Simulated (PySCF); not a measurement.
Z-matrix (Å, degrees):
```
Sn
H 1 1.7283
Si 1 2.5800 2 110.05
H 3 1.4942 1 109.15 2 179.90
H 3 1.4946 4 108.81 1 120.21
H 3 1.4976 4 108.52 5 117.88
Si 1 2.5800 2 109.98 3 -125.67
H 7 1.4942 1 109.09 2 178.79
H 7 1.4944 8 108.80 1 -120.25
H 7 1.4974 8 108.54 9 -117.88
```
Charge 0, spin multiplicity 2.

### Question
What dipole moment, highest occupied spin orbital and total energy does r2SCAN-D4/def2-TZVP // r2SCAN-D4/def2-SVP (PySCF) give?

### Answer

| Property | Value |
|---|---|
| dipole moment | 0.23 D |
| highest occupied spin orbital | -5.29 eV |
| total energy | -797.5007 Ha |
